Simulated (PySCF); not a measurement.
AlFH2OS. Atoms are numbered in the order given.

```xyz
6

Al    -0.0337    -0.4409     0.0000
F     -1.4757    -1.2622     0.0000
O      1.4479    -1.2500     0.0000
H      1.5835    -2.1986     0.0000
S     -0.0470     1.7206     0.0000
H      1.3053     1.7605     0.0000
```
Charge 0, spin multiplicity 1.

The structure is a stationary point at PBE0-D3(BJ)/def2-SVP. The values are those of a single conformer.

These are PBE0-D3(BJ)/def2-SVP (PySCF) values and carry that method's errors.

Frequencies are harmonic and unscaled.

```csv
mode,ν (cm⁻¹),IR (km/mol),Raman (Å⁴/amu),depolarisation,moving atoms (share of kinetic energy)
1,161,4.2,0.8,0.75,"O 27 %, F 26 %, S 21 %, Al 18 %"
2,221,40.9,1.3,0.72,"F 37 %, O 26 %, S 17 %, H 12 %"
3,242,1.5,2.6,0.75,"H 60 %, Al 30 %, F 9 %"
4,258,65.7,1.1,0.75,"H 44 %, Al 35 %, O 9 %"
5,329,156.6,1.3,0.75,"H 83 %, O 12 %"
6,476,41.4,9.0,0.15,"S 40 %, Al 23 %, H 18 %, F 12 %"
7,553,141.6,4.6,0.12,"H 64 %, O 27 %"
8,653,7.2,7.5,0.64,"H 88 %, S 9 %"
9,837,177.0,1.5,0.29,"Al 40 %, F 33 %, O 19 %"
10,964,113.3,1.0,0.33,"Al 50 %, O 28 %, F 18 %"
11,2710,1.3,117.7,0.28,H 97 %
12,3989,129.7,134.8,0.28,H 94 %
```
